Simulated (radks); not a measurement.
Values are calculated unless marked as measured or tabulated.
Task: The arsenic anion As3-, [Kr], held by a Watson sphere: a shell of charge +3.72 at radius R that stands for the Madelung well of a crystal (potential energy -3.72/R inside, -3.72/r outside, in hartree with lengths in bohr). Code: a radial shooting solver on a logarithmic mesh with Libxc functionals. Model: scalar-relativistic Kohn-Sham, LDA (Slater exchange, VWN5 correlation), spin-polarised, spherical densities, point nucleus. Response by self-consistent Sternheimer equations with the Hartree and adiabatic LDA kernel, the relativistic mass of each level held fixed and spin-orbit coupling left out. The sphere does not respond.

| R (bohr) | e(3d) (eV) | e(4s) (eV) | e(4p) (eV) | <r> 4p (bohr) | sum of <r^2> (bohr^2) | X-ray form factor at sin(theta)/lambda = 0.1 1/angstrom | alpha (bohr^3) |
|---|---|---|---|---|---|---|---|
| 2.8 | -43.664 | -20.529 | -12.047 | 2.563 | 64.70 | 32.113 | 39.75 |
| 2.86 | -43.499 | -20.263 | -11.847 | 2.588 | 65.71 | 32.071 | 41.57 |
| 4.63 | -40.535 | -15.238 | -7.390 | 3.273 | 97.30 | 31.112 | 144.7 |
| 4.93 | -40.223 | -14.766 | -6.884 | 3.380 | 103.2 | 30.999 | 175.4 |
| 4.96 | -40.194 | -14.722 | -6.837 | 3.391 | 103.8 | 30.989 | 178.8 |

Estimate the row for R = 2.1 bohr.

Result: e(3d) (eV) -46.740; e(4s) (eV) -24.250; e(4p) (eV) -14.530; <r> 4p (bohr) 2.265; sum of <r^2> (bohr^2) 53.32; X-ray form factor at sin(theta)/lambda = 0.1 1/angstrom 32.632; alpha (bohr^3) 23.58.
